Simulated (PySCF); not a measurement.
## Which determinant of AuF lies lowest?

Unrestricted PBE0; Au cc-pVDZ-PP with ECP60, F cc-pVDZ; scalar-relativistic core potentials (PySCF 2.14). Outer shells of the fragments: Au 5d10 6s1; F 2s2 2p5.

Followed along the bond (rough minima from three points):

```csv
2Ms+1,unpaired,⟨S²⟩ at the start,R at minimum (Å),Te (eV)
1,none,0.00,1.94,0.00
3,σ ↑↑,2.00,2.02,1.69
```

Solutions found at the starting distance of 1.840 Å, counted from the lowest of them; the search is not exhaustive and high or unbound solutions are not listed, so other states can lie among these:

| 2Ms+1 | unpaired | term | E (eV) | ⟨S²⟩ | ⟨Lz²⟩ | μ (D) |
| --- | --- | --- | --- | --- | --- | --- |
| 1 | none | ¹Σ⁺ | 0.00 | 0.00 | 0.00 | -3.63 |
| 3 | σ ↑↑ | ³Σ⁺ | 1.89 | 2.00 | 0.00 | -1.31 |
| 3 | σ ↑, π ↑ | ³Π | 2.14 | 2.01 | 1.01 | -0.75 |
| 1 | σ ↑, π ↓ | mixed | 2.44 | 1.01 | 1.01 | -0.63 |
| 3 | σ ↑, δ ↑ | ³Δ | 3.35 | 2.00 | 4.00 | -1.81 |
| 1 | σ ↑, δ ↓ | mixed | 3.46 | 1.01 | 4.00 | -1.69 |
| 3 | σ ↑, π ↑ | ³Π | 6.31 | 2.00 | 1.09 | -2.26 |
| 5 | σ ↑↑, π ↑↑ | mixed | 8.77 | 6.00 | 2.01 | 0.50 |
| 5 | σ ↑↑, π ↑↑ | mixed | 8.86 | 6.01 | 2.35 | 0.51 |
| 5 | σ ↑↑, π ↑, δ ↑ | mixed | 9.76 | 6.00 | 5.00 | -0.58 |

A term symbol is given only where ⟨S²⟩ and ⟨Lz²⟩ are close to those of a pure state; real π, δ and φ orbitals otherwise mix terms. A positive dipole means Au(−)F(+).

Problem. Compare the gap between the two lowest followed solutions at the starting distance with the gap between their minima.

Solution. At PBE0 the second solution (triplet, unpaired electrons σ ↑↑) lies +1.89 eV from the first (singlet, closed shell) at 1.840 Å and +1.69 eV at the minima; the two curves relax by different amounts, since their minima lie near 2.02 and 1.94 Å.

Spin–orbit coupling is left out. Counting both spins, an empty level lies below a filled one in some of these solutions, because spin and occupation are held.
